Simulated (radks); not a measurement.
Values are calculated unless marked as measured or tabulated.
Problem. Spherical quantum dot in the effective-mass picture: electrons in a parabolic well V = omega^2 r^2 / 2 with omega = 1.35, all in effective atomic units (hartree* = m*/eps^2 hartree, bohr* = eps/m* bohr), one dielectric constant everywhere. Level of theory: non-relativistic Kohn-Sham, PBEsol, spin-polarised, spherical densities (a radial shooting solver with Libxc functionals). Levels are named by radial order and angular momentum (1s, 1p, 1d, 2s, ...), and open shells are averaged over m. At N = 33 the configuration is 1s2 1p6 1d10 2s2 1f(up 7, down 6). Does electron 34 go into 2p down or 2p up or 1f down?

Solution. Into 1f down. The total energies of the other choices lie higher by 0.175 hartree* (2p up), 0.182 hartree* (2p down).
